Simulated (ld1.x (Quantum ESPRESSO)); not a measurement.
# Which change was made? (Co, ultrasoft)

ld1.x (Quantum ESPRESSO) 7.5 input, shortened:

```
&input
   title='Co', zed=27., rel=1, dft='PZ', iswitch=3,
   config='[Ar] 3d7 4s1 4p1'
 /
 &inputp
   pseudotype=3, tm=.true., lloc=-2, rcloc=1.25,
   nlcc=.true., rcore=0.65,
   which_augfun='PSQ', rmatch_augfun=0.95
 /
6
3S  1  0   2.00   0.00  1.30  1.50  0.0
4S  2  0   1.00   0.00  1.30  1.50  0.0
3P  2  1   6.00   0.00  1.10  1.15  0.0
4P  3  1   1.00   0.00  1.10  1.15  0.0
3D  3  2   7.00   0.00  0.90  1.15  0.0
3D  3  2   0.00   0.20  0.90  1.15  0.0
 &test
   configts(1)='3s2 3p6 3d7 4s1 4p1'
 /
```

Cutoffs, loose and tight: the cutoffs (Ry, on a coarse ladder) from which the occupation-weighted sum of valence levels, in a spherical-Bessel basis at the reference potential, stays within 10 and 1 mRy of its value at 400 Ry. They do not see the model core or the augmentation charge, which bear on the density cutoff. Test errors are all-electron minus pseudo excitation energies from the reference, over the configurations 3s2 3p6 3d7 4s2 4p0; 3s2 3p6 3d7 4s1 4p0; 3s2 3p6 3d7 4s0 4p0; 3s1 3p6 3d7 4s2 4p0; 3s2 3p6 3d6 4s2 4p0; 3s2 3p6 3d5 4s0 4p0; 3s2 3p6 3d7 4s1.5 4p0 (two spin-polarised tests are not counted in the largest error); variants that change the core or the reference have their own tests.

The base gives: outcome: generated; cutoff, loose: 100 Ry; cutoff, tight: 180 Ry; bound ghosts: none; largest test error (meV): -92.

Problem. After one change the result is: outcome: failed: chargeps: negative rho. Which change was it?
A. all radii but the core radius scaled by about 0.84 (s 1.26, p 0.96, d 0.96 bohr, rcut 1.10/0.92/0.76); local potential all-electron potential smoothed inside 1.04 bohr (lloc = -2); augmentation PSQ, radius 0.80 bohr
B. all radii but the core radius scaled by about 1.28 (s 1.92, p 1.48, d 1.48 bohr, rcut 1.66/1.40/1.16); local potential all-electron potential smoothed inside 1.60 bohr (lloc = -2); augmentation PSQ, radius 1.22 bohr
C. all radii but the core radius scaled by about 1.13 (s 1.70, p 1.30, d 1.30 bohr, rcut 1.48/1.26/1.02); local potential all-electron potential smoothed inside 1.42 bohr (lloc = -2); augmentation PSQ, radius 1.08 bohr

Solution. B. The others give: all radii but the core radius scaled by about 1.13 (s 1.70, p 1.30, d 1.30 bohr, rcut 1.48/1.26/1.02); local potential all-electron potential smoothed inside 1.42 bohr (lloc = -2); augmentation PSQ, radius 1.08 bohr → outcome: generated; cutoff, loose: 80 Ry; cutoff, tight: 140 Ry; bound ghosts: none; largest test error (meV): test run stopped at test 1 of 9 (negative rho) | all radii but the core radius scaled by about 0.84 (s 1.26, p 0.96, d 0.96 bohr, rcut 1.10/0.92/0.76); local potential all-electron potential smoothed inside 1.04 bohr (lloc = -2); augmentation PSQ, radius 0.80 bohr → outcome: generated, overlap not positive; bound ghosts: not determined (overlap not positive); largest test error (meV): test run stopped at test 1 of 9 (negative rho). A file whose overlap is not positive is unfit for use, and its test errors describe a broken file.
